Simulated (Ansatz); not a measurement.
Species: C₇H₁₁, charge 0, multiplicity 2. It need not be the lowest isomer of its formula. SMILES: [CH]=C1CCCCC1
Coordinates optimised at B3LYP-D3(BJ)/def2-TZVP (Ansatz, an electronic-structure program):
```
C
C 1 1.3071
H 2 1.0791 1 137.49
C 1 1.5121 2 123.42 3 179.14
H 4 1.0896 1 110.25 2 -0.86
H 4 1.0969 5 107.35 1 -117.95
C 1 1.5202 2 122.51 3 1.69
H 7 1.0903 1 110.60 2 0.90
H 7 1.0968 8 107.27 1 117.80
C 7 1.5343 8 110.89 9 118.95
H 10 1.0930 7 109.65 8 -60.73
H 10 1.0945 11 106.90 7 -117.88
C 10 1.5290 11 110.41 12 -118.89
H 13 1.0927 10 110.11 11 59.83
H 13 1.0960 14 106.60 10 118.30
C 13 1.5290 14 110.18 15 118.37
H 16 1.0927 13 110.37 14 -59.88
H 16 1.0946 17 106.90 4 117.89
```
Charge 0, spin multiplicity 2.

Quantity: atomisation energy (electronic, to ground-state atoms), in eV. Cores are frozen in the correlated levels unless marked. Open shells are spin-unrestricted. No spin-orbit coupling. Non-relativistic. The coupled-cluster limit lacks core correlation, which all-electron functionals hold. CBS marks a two-point X^-3 extrapolation of the correlation energy; Hartree-Fock from the larger set. [CCSD(T)-MP2]/basis is that difference in the basis named.

| level | program | atomisation energy (eV) |
|---|---|---|
| HF/STO-3G | Ansatz | 72.81 |
| HF/cc-pVDZ | Ansatz | 58.05 |
| BHLYP/def2-TZVPD | Ansatz | 75.62 |
| HSE06-D4/def2-TZVPD | Ansatz + dftd4 | 78.95 |

What does RI-MP2/CBS(cc-pVTZ,cc-pVQZ)+[CCSD(T)-MP2]/cc-pVTZ (Ansatz) give?

77.82 eV
